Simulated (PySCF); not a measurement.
C6H11NSi.
Atom-mapped SMILES: `[CH3:1][N:2]([CH3:3])[C:4]1=[CH:5][SiH2:6][CH:7]=[CH:8]1` (hydrogens: H9, H10, H11 on C1; H12, H13, H14 on C3; H15 on C5; H16, H17 on Si6; H18 on C7; H19 on C8)

Structure used (PBE0-D3(BJ)/def2-SVP), in Å, numbered top down from 1:
```
atom  x, y, z in Å
C1    -1.9688   -1.0805    0.4446
N2    -1.1779    0.1197    0.3220
C3    -1.8977    1.2631   -0.1697
C4     0.1770    0.0654    0.0751
C5     0.8949    0.9895   -0.6362
Si6    2.6693    0.4753   -0.6110
C7     2.3058   -1.0446    0.4289
C8     0.9827   -1.0424    0.6729
H9    -1.4053   -1.8839    0.9317
H10   -2.8599   -0.8795    1.0593
H11   -2.3125   -1.4609   -0.5382
H12   -1.3756    2.1883    0.1150
H13   -2.0094    1.2598   -1.2730
H14   -2.9023    1.2817    0.2767
H15    0.4309    1.8285   -1.1525
H16    3.2555    0.1608   -1.9537
H17    3.6256    1.4043    0.0737
H18    2.9670   -1.8026    0.8537
H19    0.5023   -1.7890    1.3121
```

Level: PBE0/pcSseg-1 and PBE0/def2-SVPD in PySCF, non-relativistic, on one gas-phase PBE0-D3(BJ)/def2-SVP geometry that isn't relaxed in the solvent. The solvent is an IEF-PCM continuum (Bondi radii, 1.10 Å for H, scaled by 1.2). The model holds no explicit solvent molecules, cavitation or dispersion.

Gas phase at PBE0/pcSseg-1: HOMO -5.70 eV, LUMO -1.06 eV, dipole 2.64 D.

What does the continuum do to the energy, the frontier levels and the dipole at PBE0/pcSseg-1 in acetone and acetonitrile?

```tsv
solvent	ε	E(solvent) − E(gas) (kcal/mol)	polarisation term (kcal/mol)	distortion of the solute (kcal/mol)	HOMO (eV)	LUMO (eV)	dipole (D)
acetone	20.49	-3.66	-4.24	0.58	-5.76	-1.17	3.52
acetonitrile	35.69	-3.80	-4.44	0.64	-5.77	-1.17	3.55
```

Polarisation term: ½ Σ q·V over the induced surface charges. Distortion: the rise of the solute's own energy as its density leaves the gas-phase optimum. From acetone to acetonitrile the lowering changes by a factor 1.04, Onsager's factor (ε − 1)/(2ε + 1) by 1.03 and ε itself by 1.7.

Which radius a makes the point-dipole formula ΔE = −[(ε − 1)/(2ε + 1)]·μ²/a³ give the value in acetonitrile, with the gas-phase dipole?

μ = 1.039 au and |ΔE| = 0.00606 Eh give a = 2.33 Å; the farthest nucleus lies 3.89 Å from the centroid of the nuclei, so such a sphere wouldn't even hold the nuclei. The formula assumes a rigid point dipole at the centre of a sphere.

Give the dipole vector in the frame of the coordinates (D, pointing from negative to positive charge), gas and acetonitrile.

Gas (-2.49, -0.74, 0.46), solvent (-3.31, -1.11, 0.65). Its length changes by +35 % and its direction by 2°.

Which IAO charges (PBE0/pcSseg-1) respond most in acetone (means over atoms taken as equivalent)?

```json
{"atoms": "C5", "environment": "alkene CH carbon", "gas (e)": "-0.575", "solvent (e)": "-0.597", "change": "-0.022"}
{"atoms": "H19", "environment": "vinylic hydrogen", "gas (e)": "+0.139", "solvent (e)": "+0.154", "change": "+0.015"}
{"atoms": "C7", "environment": "alkene CH carbon", "gas (e)": "-0.425", "solvent (e)": "-0.435", "change": "-0.010"}
{"atoms": "H18", "environment": "vinylic hydrogen", "gas (e)": "+0.157", "solvent (e)": "+0.166", "change": "+0.009"}
{"atoms": "Si6", "environment": "SiH2 silicon", "gas (e)": "+0.758", "solvent (e)": "+0.751", "change": "-0.007"}
{"atoms": "H9 (×6)", "environment": "methyl hydrogen", "gas (e)": "+0.139", "solvent (e)": "+0.146", "change": "+0.007"}
{"atoms": "H15", "environment": "vinylic hydrogen", "gas (e)": "+0.147", "solvent (e)": "+0.153", "change": "+0.006"}
{"atoms": "C1/C3", "environment": "N-methyl carbon", "gas (e)": "-0.297", "solvent (e)": "-0.303", "change": "-0.006"}
```

Which Mayer bond orders change most in acetone?

```tsv
bond	length (Å)	gas	solvent	change
N2–C4	1.378	1.021	1.048	+0.027
C4–C5	1.369	1.703	1.677	-0.026
C5–Si6	1.848	0.940	0.953	+0.013
C7–C8	1.345	1.882	1.870	-0.012
C1–N2	1.443	0.973	0.962	-0.011
N2–C3	1.438	0.984	0.975	-0.009
Si6–C7	1.877	0.883	0.891	+0.008
C1–H9	1.096	0.955	0.951	-0.004
```

How do the nuclear quadrupole coupling constants eQVzz/h respond in acetone?

```
  nucleus  Q (barn)  gas (MHz)  solvent (MHz)  η gas  η solvent
14N at N2   0.02044      -5.59          -5.33   0.04       0.03
```

Gas phase at PBE0/def2-SVPD: HOMO -5.75 eV, LUMO -1.08 eV, dipole 2.64 D.

What does the continuum do to the energy, the frontier levels and the dipole at PBE0/def2-SVPD in acetone?

| solvent | ε | E(solvent) − E(gas) (kcal/mol) | polarisation term (kcal/mol) | distortion of the solute (kcal/mol) | HOMO (eV) | LUMO (eV) | dipole (D) |
| --- | --- | --- | --- | --- | --- | --- | --- |
| acetone | 20.49 | -3.49 | -4.14 | 0.65 | -5.78 | -1.17 | 3.61 |

How does the static polarisability (PBE0/def2-SVPD, frozen core, with the continuum's full static response) change?

| medium | isotropic (au) | principal values (au) | ⟨r²⟩ of the electrons (bohr²) |
| --- | --- | --- | --- |
| gas | 109.6 | 77.9, 103.7, 147.2 | 1328.4 |
| acetone | 152.3 | 111.1, 143.2, 202.7 | 1326.9 |

The isotropic value in acetone is 1.39 times the gas-phase one; no cavity-field correction is applied. ⟨r²⟩ is taken about the centre of nuclear charge.
